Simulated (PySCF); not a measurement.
## Unknowns

- PBE0/pcSseg-1 with gauge-including orbitals
- geometry from PBE0-D3(BJ)/def2-SVP
- couplings computed with B3LYP/pcJ-1 (spin–dipole term left out of most H,H and C,H couplings)
- code: PySCF
- fast rotation and ring inversion assumed for equivalent nuclei, in vacuum, a single conformation, relativity neglected

Scale: ¹H and ¹³C against TMS (reference shieldings calculated alike). Multiplet labels drop J under 1 Hz and among equivalent protons, and merge close values. Unscaled 3J(H,H) run several per cent high. Where no couplings were computed, multiplicities follow the n + 1 count of equivalent neighbours, and m marks all less simple cases (inequivalent or close neighbours, rings, F or P nearby). Couplings to H on boron are left out. Carbons bonded to boron are broad in practice. Shifts are as computed. Against solution values, carbons near 30 ppm lie about +2 ppm off and those near 130 ppm about +5 ppm. Of 1211 compounds with measured shifts, 218 miss one by over three times the rms of a fit or turn the order of signals round; such compounds aren't used in these exercises. OH and NH positions are gas-phase values without hydrogen bonding to other molecules.

Task: CH7B3N4. ¹H NMR (400 MHz, computed): δ 8.14 (m, 1H), 7.98 (m, 1H), 5.33 (br s, 1H), 4.73 (br, 2H), 4.54 (br s, 2H). ¹³C{¹H} NMR (computed): δ 161.1 (CH2). Identify the compound.

Result: SMILES N(=C)B1NBNBN1. Carbon types of the structure: 1 × CH2, leaving 5 H on heteroatoms. δC 161.1: C=N carbon. δH 8.14, 7.98: hydrogen on a C=N carbon. δH 5.33, 4.54: hydrogen on a nitrogen bonded to 2 B, in a 6-membered ring; labile proton, position sensitive to the medium. δH 4.73: hydrogen on a boron bonded to 2 N, in a 6-membered ring.

This is the structure that produced the data.

Task: C5H15AlO2. ¹H NMR (400 MHz, computed): δ 4.87 (s, 2H), 4.25 (br, 3H), 4.09 (sept, 1H), 3.59 (s, 3H), 1.18 (d, 6H). ¹³C{¹H} NMR (computed): δ 95.9, 69.8, 54.8, 21.9. What is it?

Result: `InChI=1S/C5H12O2.Al.3H/c1-5(2)7-4-6-3;;;;/h5H,4H2,1-3H3;;;;`. 4 carbon signals for 5 carbons: some carbons are equivalent by symmetry or fast rotation. Carbon types of the structure: 1 × CH, 1 × CH2, 3 × CH3, leaving 3 H on heteroatoms. δC 95.9: sp3 CH2 bonded to 2 O; 2 electronegative neighbours deshield it. δC 69.8: sp3 CH bonded to O; deshielded by the electronegative neighbour. δC 54.8: methyl carbon bonded to O; pulled downfield by the heteroatom. δH 4.87: hydrogen on an sp3 CH2 bonded to 2 O; its carbon carries O, hence the downfield position.

The data come from this structure; uniqueness wasn't tested.
